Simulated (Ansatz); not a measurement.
These are Ansatz (an electronic-structure program) with PBE0-D3(BJ)/def2-TZVP values and carry that method's errors. No frequencies were computed at this level.

Ansatz 0.2 input:
```yaml
crystal:
  periodic: [false, false, false]
  atoms:
    - { symbol: B, position_ang: [2.499773, 0.18086, 0.472538] }
    - { symbol: B, position_ang: [1.035589, 0.071671, 0.198442] }
    - { symbol: B, position_ang: [-0.450382, -0.034707, -0.081819] }
    - { symbol: C, position_ang: [-1.841627, -0.134038, -0.34357] }
    - { symbol: H, position_ang: [3.636232, 0.268964, 0.682028] }
    - { symbol: H, position_ang: [-2.266505, -0.62207, -1.211408] }
    - { symbol: H, position_ang: [-2.613081, 0.26932, 0.300245] }
basis:
  gaussian: { orbitals: def2-tzvp }
hamiltonian:
  xc: pbe0
  dispersion: d3bj
relax:
  max_steps: 150
```

Output:

```
Functional definition: PBE0
819 factors; their error is unknown
mean field evaluation 1: about -3099.1309 eV, gradient 5.0e1 eV
mean field evaluation 2: about -3068.5546 eV, gradient 9.0e1 eV
mean field evaluation 4: about -3105.8864 eV, gradient 5.4e0 eV
mean field evaluation 8: about -3106.0031 eV, gradient 1.7e-1 eV
mean field evaluation 16: about -3105.9932 eV, gradient 4.1e-3 eV
mean field -3105.99318242 eV, -114.1431441363 hartree, gradient 5.2e-5 eV, S^2 0.000000; 2 other end points of the search recorded, 0 dependent functions left out
reference -3105.99321379 eV, -114.1431452889 hartree; 12, 12 occupied and 130, 130 virtual orbitals, 819 factors
relax step   1: F+E_penalty+E_count = -3106.10118797 eV  Δ(F+E_penalty+E_count) = +0.000e0 eV  max|allowed force component| = 9.287e-1 eV/Å  Δτ_max = 0.0000 Å  (52 SCF iters, accepted)
these checks for a lower state are left out or cut short: starts, cluster_reference, orbital_swaps, neighbouring_geometries, increment
819 factors; their error is unknown
mean field evaluation 32: about -3106.0299 eV, gradient 1.9e-5 eV
mean field -3106.02987435 eV, -114.1444925398 hartree, gradient 1.9e-5 eV, S^2 0.000000; 0 other end points of the search recorded, 0 dependent functions left out
reference -3106.02990582 eV, -114.1444936962 hartree; 12, 12 occupied and 130, 130 virtual orbitals, 819 factors
relax step   2: F+E_penalty+E_count = -3106.13745821 eV  Δ(F+E_penalty+E_count) = -3.627e-2 eV  max|allowed force component| = 3.145e-1 eV/Å  Δτ_max = 0.0316 Å  (36 SCF iters, accepted)
these checks for a lower state are left out or cut short: starts, cluster_reference, orbital_swaps, neighbouring_geometries, increment
819 factors; their error is unknown
mean field -3106.03175118 eV, -114.1445615118 hartree, gradient 1.3e-5 eV, S^2 0.000000; 0 other end points of the search recorded, 0 dependent functions left out
reference -3106.03178270 eV, -114.1445626702 hartree; 12, 12 occupied and 130, 130 virtual orbitals, 819 factors
relax step   3: F+E_penalty+E_count = -3106.13918662 eV  Δ(F+E_penalty+E_count) = -1.728e-3 eV  max|allowed force component| = 1.646e-1 eV/Å  Δτ_max = 0.0195 Å  (36 SCF iters, accepted)
these checks for a lower state are left out or cut short: starts, cluster_reference, orbital_swaps, neighbouring_geometries, increment
819 factors; their error is unknown
mean field -3106.03402044 eV, -114.1446449058 hartree, gradient 1.1e-5 eV, S^2 0.000000; 0 other end points of the search recorded, 0 dependent functions left out
reference -3106.03405198 eV, -114.1446460648 hartree; 12, 12 occupied and 130, 130 virtual orbitals, 819 factors
relax step   4: F+E_penalty+E_count = -3106.14146946 eV  Δ(F+E_penalty+E_count) = -2.283e-3 eV  max|allowed force component| = 1.715e-2 eV/Å  Δτ_max = 0.0180 Å  (36 SCF iters, accepted)
these checks for a lower state are left out or cut short: starts, cluster_reference, orbital_swaps, neighbouring_geometries, increment
819 factors; their error is unknown
mean field -3106.03401923 eV, -114.1446448612 hartree, gradient 1.1e-5 eV, S^2 0.000000; 0 other end points of the search recorded, 0 dependent functions left out
reference -3106.03405077 eV, -114.1446460202 hartree; 12, 12 occupied and 130, 130 virtual orbitals, 819 factors
relax step   5: F+E_penalty+E_count = -3106.14147277 eV  Δ(F+E_penalty+E_count) = -3.303e-6 eV  max|allowed force component| = 2.261e-3 eV/Å  Δτ_max = 0.0009 Å  (37 SCF iters, accepted)
819 factors; their error is unknown
mean field evaluation 64: about -3105.8954 eV, gradient 6.5e0 eV
mean field -3106.03401923 eV, -114.1446448612 hartree, gradient 1.1e-5 eV, S^2 0.000000; 3 other end points of the search recorded, 0 dependent functions left out
reference -3106.03405077 eV, -114.1446460202 hartree; 12, 12 occupied and 130, 130 virtual orbitals, 819 factors
Total energy: -3106.14150430 eV, -114.1485948648 hartree
Atom 0 at     2.522554     0.183886     0.475302 Å, force     0.000182    -0.000311     0.000257 eV/Å
Atom 1 at     1.023532     0.074900     0.193902 Å, force     0.000418     0.000182     0.000040 eV/Å
Atom 2 at    -0.481505    -0.034781    -0.088252 Å, force     0.002261    -0.000016     0.000456 eV/Å
Atom 3 at    -1.863438    -0.135808    -0.347053 Å, force    -0.001812    -0.000071    -0.000146 eV/Å
Atom 4 at     3.676657     0.267596     0.692102 Å, force     0.000054     0.000232    -0.000180 eV/Å
Atom 5 at    -2.260946    -0.633530    -1.227387 Å, force    -0.000361    -0.000472    -0.001000 eV/Å
Atom 6 at    -2.616855     0.277737     0.317842 Å, force    -0.000743     0.000456     0.000572 eV/Å
Dipole moment:     0.070831     0.005145     0.013343 e Å
```

Cost: around 29 core-seconds (rough).
